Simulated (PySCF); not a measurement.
## Dipole moment and polarisability of `CC(C)([SiH3])CC#N`

Species: C5H11NSi.
Structure used (GFN2-xTB), in Å, numbered top down from 1:
```xyz
18
C5H11NSi angstrom
C     -0.7166   -1.0327   -1.2035
C     -0.1378   -0.1541   -0.0935
C     -0.5869   -0.7011    1.2610
Si    -0.7251    1.6631   -0.3140
C      1.3990   -0.2399   -0.1796
C      2.0497    0.5170    0.8548
N      2.5647    1.1146    1.6832
H     -1.8040   -1.0180   -1.1700
H     -0.4039   -0.6829   -2.1861
H     -0.3902   -2.0677   -1.0900
H     -1.6709   -0.6614    1.3489
H     -0.2761   -1.7402    1.3818
H     -0.1561   -0.1229    2.0767
H     -2.1882    1.6567   -0.3203
H     -0.2210    2.1389   -1.6053
H     -0.2131    2.4851    0.7767
H      1.7464    0.1359   -1.1469
H      1.7213   -1.2840   -0.0855
```

Level: B3LYP/def2-SVPD (PySCF), static field, nuclei fixed, core orbitals frozen in the response. The polarisability tensor in these axes (au):

```
x   90.33  2.06  7.75
y    2.06 91.46  3.62
z    7.75  3.62 87.79
```

What are the eigenvalues, a third of the trace, and Δα (Δα² = ½Σ(αi − αj)² over the three pairs)?

Principal values 80.99, 89.61 and 98.98 au; mean 89.86 au = 13.32 Å³ = 14.82 × 10⁻⁴⁰ C²·m²/J; Δα = 15.59 au (17 % of the mean).

What is the dipole moment, and where does it point?

(-2.10, -2.24, -2.54) D, 3.99 D in size, pointing from the negative to the positive side. Measured along this direction, the outermost atoms are N7 at the negative end and H8 at the positive end.

Directions of the eigenvectors, and the extent of the frame along each?

Largest value along (0.65, 0.47, 0.60), where the nuclei span 5.55 Å; middle along (-0.45, 0.87, -0.19), 4.37 Å; least along (-0.61, -0.15, 0.78), 4.15 Å. The response follows the extents in order.

Rayleigh depolarisation ratio (linearly polarised light, static tensor)?

ρ = 3Δα²/(45ᾱ² + 4Δα²) = 728.9/(363366 + 971.8) = 0.002.

Molar refractivity from α?

Lorentz–Lorenz: R = (4π/3)N_A α = 2.5225 cm³/(mol·Å³) × 13.32 Å³ = 33.6 cm³/mol, in the limit of long wavelengths.

One conformer (not necessarily the lowest) at the GFN2-xTB geometry, without solvent, vibrations or thermal averaging.
